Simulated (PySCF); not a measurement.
Bi(F)2(SiH3) (BiF2H3Si), SMILES [F][Bi]([F])[SiH3].

Coordinates come from a B3LYP-D3(BJ)/def2-SVP optimisation. The def2 effective core potentials stand for the cores of Bi; spin–orbit coupling is left out.

Computed with PySCF with TDA-B3LYP/def2-SVPD.

Vertical excitations.  State labels are in the subgroup Cs.

Computed UV-visible absorptions:
```csv
state,symmetry,energy (eV),λ (nm),f,main pairs
S1,A",4.13,300,0.001,HOMO→LUMO+1 99 %
S2,A',4.19,296,0.006,HOMO→LUMO 97 %
S3,A',6.16,201,0.645,HOMO→LUMO+2 75 %
S4,A",6.65,187,0.001,"HOMO−4→LUMO 49 %, HOMO−3→LUMO+1 25 %, HOMO−2→LUMO 12 %, HOMO−1→LUMO+1 9 %"
S5,A',6.69,185,0.016,"HOMO−4→LUMO+1 46 %, HOMO−3→LUMO 36 %, HOMO−7→LUMO 7 %"
S6,A",6.74,184,0.000,"HOMO−2→LUMO 56 %, HOMO−5→LUMO 25 %, HOMO−4→LUMO 13 %"
S7,A',6.75,184,0.070,HOMO→LUMO+3 89 %
S8,A',6.79,183,0.005,"HOMO−1→LUMO 35 %, HOMO−4→LUMO+1 30 %, HOMO−3→LUMO 18 %, HOMO−2→LUMO+1 10 %"
S9,A",6.81,182,0.006,"HOMO−1→LUMO+1 80 %, HOMO−3→LUMO+1 12 %"
S10,A',6.85,181,0.089,"HOMO−2→LUMO+1 34 %, HOMO−5→LUMO+1 32 %, HOMO−4→LUMO+1 17 %, HOMO−3→LUMO 8 %"
T1,A',3.55,349,0,HOMO→LUMO 99 %
T2,A",3.59,346,0,HOMO→LUMO+1 99 %
T3,A',4.62,268,0,HOMO→LUMO+2 97 %
T4,A",6.02,206,0,"HOMO−3→LUMO+1 65 %, HOMO−1→LUMO+1 26 %"
```
Triplets are in the Tamm–Dancoff approximation.
